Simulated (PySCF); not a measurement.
**Does the structure fit the spectrum?**

A compound C3H10Si2 gives the data below (simulated from a calculation) and was assigned the structure `C[SiH2]/C=C\[SiH3]`.

¹³C{¹H} NMR (computed): δ 157.7 (CH), 124.5 (CH), 24.7 (CH2).

¹H NMR (400 MHz, computed): δ 6.55 (m, 1H), 5.83 (m, 1H), 4.16 (d, 3H), 3.85 (t, 3H), 1.94 (m, 2H).

Level of theory: shielding tensors at PBE0/pcSseg-1 (GIAO), GFN2-xTB geometry, in PySCF 2.14 (single conformer, rapidly exchanging positions averaged, no solvent model, non-relativistic).

Referencing at the same level of theory: TMS for ¹H and ¹³C.

Question: Compare with the shifts computed for the proposed structure, pairing carbons in order of shift.

Answer: Structure with atom numbers: `[CH3:1][SiH2:2]/[CH:3]=[CH:4]\[SiH3:5]`; H(Xn) means a hydrogen on atom n.

```tsv
atom	computed for proposal	given list	difference
C3	159.7	157.7	+2.0
C4	150.4	124.5	+25.9
C1	-6.1	24.7	-30.8
```

The rms difference is 23.3 ppm and the largest -30.8 ppm at C1 (methyl carbon bonded to Si). The carbon types in order of shift don't match either: CH, CH, CH3 for the proposal against CH, CH, CH2 in the data. The proposal doesn't fit.

Question: Which isomer fits?

Answer: SMILES [SiH3]/C=C/C[SiH3].

1. Carbon types of the structure: 2 × CH, 1 × CH2, leaving 6 H on heteroatoms.
2. δC 157.7, 124.5: alkene CH; an sp2 carbon of a C=C bond.
3. δH 6.55, 5.83: hydrogen on an alkene CH; a vinylic proton, deshielded by the sp2 carbon and the C=C anisotropy.
4. δH 4.16, 3.85: hydrogen on a silicon bonded to C.
5. δH 1.94: hydrogen on an allylic sp3 CH2 bonded to Si; allylic position.

The shifts were computed for this structure.

Shifts are as computed. Against solution values, carbons near 30 ppm lie about +3 ppm off and those near 130 ppm about +5 ppm. Of 1211 compounds with measured shifts, 218 miss one by over three times the rms of a fit or turn the order of signals round; such compounds aren't used in these exercises. Multiplicities follow the n + 1 count of equivalent neighbours, as no J values were calculated; m marks all less simple cases, F and P coupling included.
